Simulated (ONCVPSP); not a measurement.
## What one change does to a pseudopotential (calcium, ONCV)

ONCVPSP 4.0.1 input, shortened (lines: element, Z, core and valence counts, functional; n l f; lmax; l rc ep ncon nbas qcut; lloc lpopt rc5 dvloc0; l nproj debl; icmod fcfact rcfact), PBEsol, scalar-relativistic:

```
  Ca 20.00    3    3  -116133      upf
    1    0    2.00
    2    0    2.00
    2    1    6.00
    3    0    2.00
    3    1    6.00
    4    0    1.00
    2
    0    1.85    0.00    4    8    5.70
    1    1.45    0.00    4    9   10.70
    2    1.45    0.09    4    7    7.50
    4    5    1.25    0.00
    0    2    0.50
    1    2    2.50
    2    3    3.30
    1    0.15    0.00
```

In the d channel the program set the typed energies aside and used 0.050, 3.350, 6.650 Ha.

Change: s: rc 2.12.

Cutoffs: the cutoffs (Ha) at which the residual kinetic energy of the hardest occupied pseudo-wave falls to 1 and 0.1 mHa per electron; they do not see the model core or the augmentation charge, which bear on the density cutoff. Errors are all-electron minus pseudo energies relative to the spin-unpolarised reference configuration.

Question: What does the change do?

Answer: The potential gets neither clearly harder nor softer (24 Ha and 35 Ha → 24 Ha and 35 Ha); the p channel sets the loose cutoff, while the largest relative change is in s, which becomes softer; of the 4 tests that both files solve, the error grows in 1 and shrinks in 0 by more than 15 % and 0.3 meV (median size 0.0 → 0.1 meV); neither file shows a bound ghost.

| quantity | base | changed |
| --- | --- | --- |
| cutoff, loose | 24 Ha | 24 Ha |
| cutoff, tight | 35 Ha | 35 Ha |
| loose cutoff by channel | s 11 Ha, p 24 Ha | s 5.7 Ha, p 24 Ha |
| bound ghosts | none | none |
| GHOST(+) flags under 300 eV | none | none |
| error for 3s2 3p6 4s2, meV [ΔE -6.31 eV] | -0.1 | -0.1 |
| error for 3s2 3p6 4s0, meV [ΔE 11.68 eV] | -1.3 | -1.6 |
| error for 3s2 3p6 4s1.5, meV [ΔE -3.80 eV] | 0.0 | 0.0 |
| error for 3s2 3p6 4s0 4p2, meV [ΔE -1.36 eV] | 0.0 | -0.1 |
| p: phases at 1.47 bohr within 0.05 rad from the reference energy up to (Ha; the scan ends near 5) | to the end of the scan | to the end of the scan |
| d: phases at 1.47 bohr within 0.05 rad from the reference energy up to (Ha; the scan ends near 5) | to the end of the scan | to the end of the scan |
| rms error of d²Exc/dni dnj with the model core, mHa | 1.14 | 1.23 |
